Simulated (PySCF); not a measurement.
C₃H₁₀ClNSi, SMILES [SiH2]([C@@H](NC)C)Cl. Geometry optimised at B3LYP-D3(BJ)/def2-SVP. The structure was generated by enumeration; whether it is a known compound was not checked. Other conformers were not sampled.

Computed equilibrium geometry at B3LYP-D3(BJ)/def2-SVP (PySCF confirms it by a frequency run) as bond lengths and angles (one conformer of several):
Atoms: C1 N2 C3 C4 Si5 Cl6 H7 H8 H9 H10 H11 H12 H13 H14 H15 H16. Bonded distances (Å): C1–N2 1.451, C1–H7 1.112, C1–H8 1.101, C1–H9 1.102, N2–C3 1.471, N2–H10 1.019, C3–C4 1.528, C3–Si5 1.893, C3–H11 1.110, C4–H12 1.100, C4–H13 1.104, C4–H14 1.103, Si5–Cl6 2.098, Si5–H15 1.486, Si5–H16 1.486. Bond angles (°): N2–C1–H7 113.9, N2–C1–H8 110.0, N2–C1–H9 110.1, H7–C1–H8 108.3, H7–C1–H9 107.1, H8–C1–H9 107.2, C1–N2–C3 115.0, C1–N2–H10 110.4, C3–N2–H10 110.3, N2–C3–C4 111.5, N2–C3–Si5 103.0, N2–C3–H11 111.7, C4–C3–Si5 111.3, C4–C3–H11 108.4, Si5–C3–H11 110.9, C3–C4–H12 110.9, C3–C4–H13 110.9, C3–C4–H14 111.0, H12–C4–H13 108.1, H12–C4–H14 107.9, H13–C4–H14 107.9, C3–Si5–Cl6 110.2, C3–Si5–H15 109.3, C3–Si5–H16 111.5, Cl6–Si5–H15 107.8, Cl6–Si5–H16 107.5, H15–Si5–H16 110.4.
